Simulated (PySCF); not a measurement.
Two species compared at the same levels of theory.

First species: C₅H₁₆Si₂.
SMILES: `CC(C)(C([SiH3])[SiH3])C`

Second species: C4H14OSSi2.
SMILES: `CCCC[Si@@H](O)[SiH2]S`

Levels: PBE0/pcSseg-1 for HOMO energy, LUMO energy and HOMO–LUMO gap. Geometries: GFN2-xTB. Each structure is a single optimised conformer of the isolated species, non-relativistic unless stated. Electronic properties by PySCF.

Dipoles, sizes and rotational constants follow the conformer. The torsions of the flexible species, by atom-mapped SMILES:
- `[CH3:1][C:2]([CH3:3])([CH3:4])[CH:5]([SiH3:6])[SiH3:7]`: C1–C2–C5–Si6 46°

The conformers of `CCCC[Si@@H](O)[SiH2]S` aren't listed.

Values for the first species:

```
HOMO energy   : -8.09 eV
LUMO energy   : 0.57 eV
HOMO–LUMO gap : 8.66 eV
```

**Question.** Estimate the same properties for the second species, and the change in each.

**Answer.** 
```csv
property,first,second,second less first
HOMO energy,-8.09 eV,-7.07 eV,+1.02 eV
LUMO energy,0.57 eV,-0.68 eV,-1.25 eV
HOMO–LUMO gap,8.66 eV,6.39 eV,-2.27 eV
```

